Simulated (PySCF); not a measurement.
Molecules (atom-mapped SMILES):
1. `[F:1][C:2]([F:3])([F:4])[c:5]1[cH:6][cH:7][cH:8][cH:9][n:10]1`
2. `[CH3:1]/[CH:2]=[C:3](/[CH3:4])[CH2:5][F:6]`
3. `[CH3:1][C:2]([CH3:3])=[CH:4][CH2:5][F:6]`

Couplings at B3LYP/pcJ-1, PySCF, geometries GFN2-xTB, gas phase, one conformer each, non-relativistic.

List the couplings to 19F of 5 Hz or more (2 Hz over four bonds), one row for each set of pairs made equivalent by symmetry, fast rotation or ring inversion, averaged. Isotopes: 13C, 19F, 1H; all four Ramsey terms are included.

Answers


| molecule | pair | bonds | J (Hz) |
| --- | --- | --- | --- |
| 1 | F1, C2 | 1 | -340.0 |
| 1 | F1, F3 | 2 | 76.6 |
| 1 | F1, C5 | 2 | 35.7 |
| 2 | C5, F6 | 1 | -217.5 |
| 2 | F6, H(C5) | 2 | 54.0 |
| 2 | C3, F6 | 2 | 14.8 |
| 2 | C2, F6 | 3 | 5.1 |
| 2 | C1, F6 | 4 | -2.3 |
| 3 | C5, F6 | 1 | -217.2 |
| 3 | F6, H(C5) | 2 | 53.9 |
| 3 | C4, F6 | 2 | 26.5 |
| 3 | F6, H(C4) | 3 | 25.8 |
| 3 | C2, F6 | 3 | 10.7 |

One-bond C–F values run tens of Hz too large at this level.
